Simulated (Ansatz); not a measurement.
CH$_{5}$BN$_{2}$Si from Hartree–Fock to CCSD(T)

| atom | x (Å) | y (Å) | z (Å) |
| --- | --- | --- | --- |
| Si1 | -1.3138 | -0.2033 | -1.1227 |
| B2 | 0.3955 | 0.3351 | -0.2083 |
| N3 | 1.7661 | -0.1474 | -0.3783 |
| C4 | 1.6488 | -0.0195 | 0.9122 |
| N5 | 0.6394 | 0.9220 | 1.1520 |
| H6 | -1.8957 | -1.3609 | -0.3859 |
| H7 | -2.3046 | 0.9067 | -1.0837 |
| H8 | -1.0773 | -0.5982 | -2.5339 |
| H9 | 2.1132 | -0.6276 | 1.6947 |
| H10 | 0.0285 | 0.7932 | 1.9537 |

Charge 0, multiplicity 1. The bonds changed during the relaxation, so this is another structure than the one it started from. Geometry: relaxed with PBE0-D4/def2-TZVP. Frozen core, restricted reference, the Gaussian-basis code of Ansatz. CBS rows extrapolate triple and quadruple zeta; past MP2 they add the triple-zeta difference.

```
     basis     HF (Eh)  MP2 corr.  CCSD corr.       (T)  CCSD(T) total
  def2-SVP  -463.03438   -0.63351    -0.67655  -0.02624     -463.73717
def2-TZVPP  -463.33844   -0.77505    -0.80933  -0.03886     -464.18663
def2-QZVPP  -463.35531   -0.82815           –         –              –
 CBS(def2)  -463.35764   -0.86749    -0.90178     as TZ     -464.29828
```
